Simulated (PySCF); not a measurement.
In (indium, neutral): PBE calculation

Configuration: [Kr] 4d10 5s1 5p2, high-spin 4P determinant (an excited configuration). Computed with PySCF 2.14 in aug-cc-pwCVDZ-PP with ECP28MDF (6s5p4d1f, 48 functions), with scalar relativity through the core potential.

```json
{"Total energy": "-189.9392 hartree", "One-electron energy": "-333.5805 hartree", "Hartree (Coulomb) energy": "160.3089 hartree", "Exchange-correlation energy": "-16.6676 hartree", "⟨S²⟩": "3.7517", "⟨L²⟩": "2.003", "Sum of ⟨r⟩": "28.72 bohr", "Sum of ⟨r²⟩": "59.56 bohr²", "Traceless quadrupole moment −½Σ⟨3z² − r²⟩ along its main axis": "5.58 e·bohr²"}
```

```tsv
shell	electrons	mean orbital energy (eV)	spread (eV)	rms radius, mean of both spins (bohr)
4s α	1	-123.07	0	0.907
4s β	1	-122.97	0	0.907
4p α	3	-80.641	0.315	0.992
4p β	3	-80.508	0.364	0.992
4d α	5	-19.873	0.333	1.29
4d β	5	-19.466	0.451	1.29
5s α	1	-9.832	0	2.72
5p α	2	-3.728	0	3.74
```

Energies and moments cover only the electrons outside the core potential.
